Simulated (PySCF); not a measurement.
Species: C₄H₃F₃O₂.
Numbering: `[O:1]=[C:2]([C@H:3]1[CH2:4][O:5]1)[C:6]([F:7])([F:8])[F:9]`

Geometry (GFN2-xTB, Å), atoms numbered from 1 in this order:
```xyz
12
C4H3F3O2 angstrom
O     -0.0895   -1.8523   -0.3887
C      0.2932   -0.7590   -0.1005
C     -0.4973    0.3231    0.5458
C     -1.9041    0.5096    0.1178
O     -1.5821   -0.0714    1.3295
C      1.7502   -0.2987   -0.4149
F      2.4546   -1.2237   -1.0515
F      2.4080    0.0250    0.7068
F      1.7318    0.8046   -1.1840
H      0.0620    1.1841    0.9007
H     -2.3171    1.5116    0.1518
H     -2.3085   -0.1538   -0.6387
```

Definitions: NICS(0) = −σiso at the ring centroid; NICS(1) = −σiso and NICS(1)zz = −σzz at ±1 Å along the ring normal z. Level: GIAO PBE0/pcSseg-1 (PySCF, non-relativistic, gas phase) on the GFN2-xTB geometry, one conformer.

Ring bond lengths (Å), with Mayer bond orders in brackets: C3–C4 1.482 (0.99), C4–O5 1.382 (0.96), O5–C3 1.395 (0.91).

Question: What do the NICS probes read (ppm)?

Answer: 
| ring | type | NICS(0) | NICS(1), two faces | NICS(1)zz, two faces | rms pucker (Å) | centre to ring atoms, mean (Å) |
| --- | --- | --- | --- | --- | --- | --- |
| C3–C4–O5 | 3-membered ring with O; formal bonds all single | -47.9 | -5.3 / -6.2 | -21.4 / -23.2 | 0.00 | 0.82 |

Question: What do they say, and how far can they be read as aromaticity?

Answer: 
- C3–C4–O5: mean NICS(1)zz -22.3 ppm, shielded. C3, C4 have four or more neighbours, so the value isn't read as a sign of a π ring current. NICS(0) lies 42 ppm below the mean NICS(1).
